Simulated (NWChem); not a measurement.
System: tert-butanol (C₄H₁₀O); SMILES CC(C)(C)O

Excerpt of the output:

```
             Northwest Computational Chemistry Package (NWChem) 7.3.0
             --------------------------------------------------------

 CS  symmetry detected

                             Geometry "geometry" -> ""
                             -------------------------

 Output coordinates in angstroms (scale by  1.889725989 to convert to a.u.)

  No.       Tag          Charge          X              Y              Z
 ---- ---------------- ---------- -------------- -------------- --------------
    1 C                    6.0000     0.41186475     0.74557800    -1.25768900
    2 C                    6.0000    -0.01827289    -0.00900076     0.00000000
    3 C                    6.0000     0.41186475     0.74557800     1.25768900
    4 C                    6.0000     0.54711427    -1.42253446     0.00000000
    5 O                    8.0000    -1.42885329    -0.17109325     0.00000000
    6 H                    1.0000     1.50681520     0.84012269    -1.32281600
    7 H                    1.0000     0.05114391     0.22054737    -2.15474900
    8 H                    1.0000    -0.01101318     1.76432777    -1.26490000
    9 H                    1.0000     0.05114391     0.22054737     2.15474900
   10 H                    1.0000     1.50681520     0.84012269     1.32281600
   11 H                    1.0000    -0.01101318     1.76432777     1.26490000
   12 H                    1.0000     1.64693547    -1.41138614     0.00000000
   13 H                    1.0000     0.19910153    -1.96774181    -0.88980100
   14 H                    1.0000     0.19910153    -1.96774181     0.88980100
   15 H                    1.0000    -1.82362933     0.70789544     0.00000000

 Effective nuclear repulsion energy (a.u.)     199.7215891321

      Symmetry information
      --------------------

 Group name             Cs
 Group number              2
 Group order               2
 No. of unique centers    10

                                 NWChem DFT Module
                                 -----------------

 Summary of "ao basis" -> "ao basis" (spherical)
 ------------------------------------------------------------------------------
       Tag                 Description            Shells   Functions and Types
 ---------------- ------------------------------  ------  ---------------------
 C                          def2-svp                 6       14   3s2p1d
 O                          def2-svp                 6       14   3s2p1d
 H                          def2-svp                 3        5   2s1p

      Symmetry analysis of basis
      --------------------------

        a'         72
        a"         48

            General Information
            -------------------
          SCF calculation type: DFT
          Wavefunction type:  closed shell.
          No. of atoms     :    15
          No. of electrons :    42
           Alpha electrons :    21
            Beta electrons :    21
          Charge           :     0
          Spin multiplicity:     1
          Use of symmetry is: on ; symmetry adaption is: on
          Maximum number of iterations: 150
          AO basis - number of functions:   120
                     number of shells:    60
          Convergence on energy requested:  1.00D-06
          Convergence on density requested:  1.00D-05
          Convergence on gradient requested:  5.00D-04

              XC Information
              --------------
                        M06-L Method XC Functional
                         M06-L Exchange Functional  1.000
                       M06-L Correlation Potential  1.000

             Grid Information
             ----------------
          Grid used for XC integration:  medium
          Radial quadrature: Mura-Knowles
          Angular quadrature: Lebedev.
          Tag              B.-S. Rad. Rad. Pts. Rad. Cut. Ang. Pts.
          ---              ---------- --------- --------- ---------
          C                   0.70       49          10.0       434
          O                   0.60       49          10.0       434
          H                   0.35       45          11.0       434
          Grid pruning is: on
          Number of quadrature shells:   466
          Spatial weights used:  Erf1

      Superposition of Atomic Density Guess
      -------------------------------------

 Sum of atomic energies:        -230.18318606

      Non-variational initial energy
      ------------------------------

 Total energy =    -233.519679
 1-e energy   =    -705.472987
 2-e energy   =     272.231719
 HOMO         =      -0.360799
 LUMO         =       0.076475

      Symmetry analysis of molecular orbitals - initial
      -------------------------------------------------

  Numbering of irreducible representations:

     1 a'          2 a"

  Orbital symmetries:

     1 a'          2 a'          3 a'          4 a"          5 a'
     6 a'          7 a'          8 a'          9 a"         10 a'
    11 a'         12 a'         13 a"         14 a'         15 a"
    16 a'         17 a'         18 a"         19 a"         20 a'
    21 a"         22 a'         23 a'         24 a'         25 a"
    26 a'         27 a"         28 a'         29 a"         30 a'
    31 a'

     ---------------------------------------------
      Total Density - Mulliken Population Analysis
     ---------------------------------------------

    Atom       Charge   Shell Charges
 -----------   ------   -------------------------------------------------------
    1 C    6     6.22   1.99  0.97  0.17  2.07  1.00  0.02
    2 C    6     5.94   1.99  0.92  0.32  1.71  0.92  0.08
    3 C    6     6.22   1.99  0.97  0.17  2.07  1.00  0.02
    4 C    6     6.23   1.99  0.97  0.17  2.08  0.99  0.02
    5 O    8     8.61   1.99  1.10  0.64  3.02  1.84  0.01
    6 H    1     0.90   0.67  0.21  0.02
    7 H    1     0.90   0.67  0.21  0.02
    8 H    1     0.90   0.67  0.21  0.02
    9 H    1     0.90   0.67  0.21  0.02
   10 H    1     0.90   0.67  0.21  0.02
   11 H    1     0.90   0.67  0.21  0.02
   12 H    1     0.90   0.67  0.20  0.02
   13 H    1     0.90   0.67  0.21  0.02
   14 H    1     0.90   0.67  0.21  0.02
   15 H    1     0.68   0.54  0.08  0.06

   convergence    iter        energy       DeltaE   RMS-Dens  Diis-err
 ---------------- ----- ----------------- --------- --------- ---------
 d= 0,ls=0.0,diis     1   -233.3979238742 -4.33D+02  9.96D-03  5.72D-01
 d= 0,ls=0.0,diis     2   -233.4003082502 -2.38D-03  6.31D-03  7.07D-01
 d= 0,ls=0.0,diis     3   -233.4616827613 -6.14D-02  1.71D-03  6.05D-02
 d= 0,ls=0.0,diis     4   -233.4669788296 -5.30D-03  4.63D-04  4.56D-03
 d= 0,ls=0.0,diis     5   -233.4674976282 -5.19D-04  2.07D-04  3.12D-04
  Resetting Diis
 d= 0,ls=0.0,diis     6   -233.4675405820 -4.30D-05  4.00D-05  2.17D-05
 d= 0,ls=0.0,diis     7   -233.4675430577 -2.48D-06  2.08D-05  1.81D-06
 d= 0,ls=0.0,diis     8   -233.4675429382  1.19D-07  1.22D-05  2.91D-06
 d= 0,ls=0.0,diis     9   -233.4675432931 -3.55D-07  1.65D-06  4.62D-08

         Total DFT energy =     -233.467543293100
      One electron energy =     -711.005220998974
           Coulomb energy =      311.838934608962
    Exchange-Corr. energy =      -34.022846035168
 Nuclear repulsion energy =      199.721589132080

 Numeric. integr. density =       41.999999942023

                  Occupations of the irreducible representations
                  ----------------------------------------------

                     irrep           alpha         beta
                     --------     --------     --------
                     a'               14.0         14.0
                     a"                7.0          7.0

                       DFT Final Molecular Orbital Analysis
                       ------------------------------------

 Vector   19  Occ=2.000000D+00  E=-3.122069D-01  Symmetry=a"
              MO Center=  1.6D-01, -1.8D-01,  8.9D-15, r^2= 3.6D+00
   Bfn.  Coefficient  Atom+Function         Bfn.  Coefficient  Atom+Function
  ----- ------------  ---------------      ----- ------------  ---------------
    20     -0.255543   2 C  pz                6      0.242807   1 C  pz
    34      0.242807   3 C  pz               48      0.219763   4 C  pz
    62     -0.194240   5 O  pz               76     -0.191872   7 H  s
    86      0.191872   9 H  s               106     -0.186798  13 H  s
   111      0.186798  14 H  s                65     -0.135199   5 O  pz

 Vector   20  Occ=2.000000D+00  E=-2.820612D-01  Symmetry=a'
              MO Center= -4.4D-01, -1.2D-01,  2.4D-15, r^2= 2.8D+00
   Bfn.  Coefficient  Atom+Function         Bfn.  Coefficient  Atom+Function
  ----- ------------  ---------------      ----- ------------  ---------------
    61     -0.327673   5 O  py               19      0.302903   2 C  py
    47     -0.246767   4 C  py               64     -0.217064   5 O  py
    59      0.184959   5 O  s                60     -0.179868   5 O  px
   116     -0.175096  15 H  s                45     -0.150408   4 C  s
    63     -0.150545   5 O  px               50     -0.145288   4 C  py

 Vector   21  Occ=2.000000D+00  E=-2.279957D-01  Symmetry=a"
              MO Center= -9.6D-01,  6.1D-03, -9.7D-16, r^2= 1.8D+00
   Bfn.  Coefficient  Atom+Function         Bfn.  Coefficient  Atom+Function
  ----- ------------  ---------------      ----- ------------  ---------------
    62      0.565637   5 O  pz               65      0.447736   5 O  pz
    20     -0.181644   2 C  pz                6      0.150056   1 C  pz
    34      0.150056   3 C  pz                3      0.112325   1 C  s
    31     -0.112325   3 C  s                 2      0.102051   1 C  s
    30     -0.102051   3 C  s                 4     -0.092648   1 C  px

[...]
```

Level: M06-L/def2-SVP. Coordinates come from a PBE0/def2-SVP optimisation.

Task: Which NWChem input produces such a log?

Result: Several could match; the one computed here: the input that was run:
```
start job
memory heap 200 mb stack 900 mb global 1100 mb
geometry units angstroms noautoz
  C      0.424447    -0.739285    -1.257689
  C     -0.015932     0.009363     0.000000
  C      0.424447    -0.739285     1.257689
  C      0.530143     1.430469     0.000000
  O     -1.428590     0.152221     0.000000
  H      1.520584    -0.818902    -1.322816
  H      0.056606    -0.219218    -2.154749
  H      0.015489    -1.763702    -1.264900
  H      0.056606    -0.219218     2.154749
  H      1.520584    -0.818902     1.322816
  H      0.015489    -1.763702     1.264900
  H      1.630014     1.434307     0.000000
  H      0.174734     1.970884    -0.889801
  H      0.174734     1.970884     0.889801
  H     -1.811353    -0.732065     0.000000
end
basis spherical
  * library def2-svp
end
dft
  xc m06-l
  iterations 150
  mulliken
end
task dft energy
```
